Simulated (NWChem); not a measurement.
Molecule: SiNH2Cl, singlet; SMILES N[Si]Cl

```xyz
5

Si     0.7277     0.5983     0.0000
Cl    -0.1422    -1.3568     0.0000
N     -0.7308     1.5080     0.0000
H     -1.6757     1.1349     0.0000
H     -0.7114     2.5230     0.0000
```
Atoms are numbered in this order, from 1.

All runs: NWChem. Geometry optimised at B3LYP/6-31G*; all other runs use it. Pople sets run with spherical d functions. Low-valent species are run as closed-shell singlets; no triplet was tried in these runs.

| quantity | level | value |
|---|---|---|
| vertical ionisation energy, ΔSCF (eV) | B3LYP/def2-SVP | 9.40 |
| vertical, lowest state with f > 0.02, singlet (eV) | B3LYP/def2-SVPD, TDA | (withheld) |
| anisotropy (bohr³), static | B3LYP/def2-SVPD | 20.7 |
| cavity-dispersion-structure term (kcal/mol) in n-hexane | B3LYP/6-31G*, SMD | (withheld) |
| dipole (D) | B3LYP/6-31G* | 3.29 |
| highest harmonic frequency (cm⁻¹) | B3LYP/6-31G* | (withheld) |

Fill in the missing entries.


- vertical, lowest state with f > 0.02, singlet (eV), value: 4.79
- cavity-dispersion-structure term (kcal/mol) in n-hexane, value: -1.0
- highest harmonic frequency (cm⁻¹), value: 3636
